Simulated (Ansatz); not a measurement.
H5W, SMILES [WH5+] (connectivity only; charge and spin as stated), charge +1, multiplicity 1.

The structure is a stationary point at B3LYP-D3(BJ)/def2-TZVPD. The spin state was assumed, not searched. The def2 effective core potentials stand for the cores of W; spin–orbit coupling is left out.

Two levels are set side by side: PBE/def2-TZVPD (Ansatz, a first-principles code) and CAM-B3LYP/def2-TZVPD (Ansatz). Energy differences of separate SCF runs at the same geometry; the states with an electron removed or added have multiplicity 2 and 2. Differences are taken from unrounded values.

```json
[
 {"quantity": "vertical ionisation energy (eV)", "CAM-B3LYP": "17.84", "PBE": "17.67", "PBE minus CAM-B3LYP": "-0.17"},
 {"quantity": "vertical electron affinity (eV)", "CAM-B3LYP": "8.61", "PBE": "8.49", "PBE minus CAM-B3LYP": "-0.12"},
 {"quantity": "vertical singlet–triplet gap (eV)", "CAM-B3LYP": "1.65", "PBE": "1.55", "PBE minus CAM-B3LYP": "-0.10"}
]
```
